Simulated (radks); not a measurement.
Problem. The thulium ion Tm+, 68 electrons, occupied as [Kr] 4d10 4f13 5s1.5 5p6 6s1 6p0.5 (fractional occupations, a model configuration). Method: scalar-relativistic Kohn-Sham, B86b exchange with PBE correlation, spin-polarised, spherical densities, finite nucleus; open shells are filled with parallel spins first (spin-orbit coupling, left out, can overturn this in heavy ions); Fermi nuclear charge, rms radius 5.2256 fm; computed with a radial shooting solver on a logarithmic mesh with Libxc functionals. Some entries of the table are withheld. Estimate them.

| orbital | occ. | eigenvalue (eV) | <r^2> (bohr^2) | r(max) (bohr) |
|---|---|---|---|---|
| 1s up | 1 | -59291.53 | 0.0005485 | 0.01261 |
| 1s down | 1 | -59291.46 | 0.0005485 | 0.01261 |
| 2s up | 1 | -10012.45 | 0.008515 | 0.07189 |
| 2s down | 1 | -10012.40 | 0.008515 | 0.07189 |
| 2p up | 3 | -8842.662 | 0.006944 | 0.05854 |
| 2p down | 3 | -8842.608 | 0.006944 | 0.05854 |
| 3s up | 1 | -2258.374 | 0.05580 | 0.2032 |
| 3s down | 1 | -2257.902 | 0.05579 | 0.2032 |
| 3p up | 3 | -1904.016 | 0.05625 | 0.2001 |
| 3p down | 3 | -1903.542 | 0.05623 | 0.2001 |
| 3d up | 5 | -1466.215 | 0.04686 | 0.1633 |
| 3d down | 5 | -1465.843 | 0.04684 | 0.1633 |
| 4s up | 1 | -453.6568 | 0.2800 | 0.4644 |
| 4s down | 1 | -452.6814 | 0.2800 | 0.4644 |
| 4p up | 3 | -337.2404 | 0.3180 | 0.4857 |
| 4p down | 3 | -336.2700 | 0.3179 | 0.4857 |
| 4d up | 5 | -182.5564 | 0.3800 | 0.5013 |
| 4d down | 5 | -181.5648 | 0.3798 | 0.5013 |
| 5s up | 1 | -64.1961 | 1.683 | 1.089 |
| 5s down | 0.5 | -63.1843 | 1.689 | 1.090 |
| 5p up | 3 | (1) | (2) | (3) |
| 5p down | 3 | (4) | (5) | (6) |
| 4f up | 7 | -13.9645 | 0.8466 | 0.4963 |
| 4f down | 6 | -12.9282 | 0.8489 | 0.4964 |
| 6s up | 1 | -10.9095 | 13.07 | 3.020 |
| 6s down | 0 | -9.6021 | 12.63 | 2.973 |
| 6p up | 0.5 | -6.7820 | 21.30 | 3.816 |

Solution. 
(1) 5p up eigenvalue (eV): -37.3287
(2) 5p up <r^2> (bohr^2): 2.392
(3) 5p up r(max) (bohr): 1.246
(4) 5p down eigenvalue (eV): -36.4261
(5) 5p down <r^2> (bohr^2): 2.397
(6) 5p down r(max) (bohr): 1.250
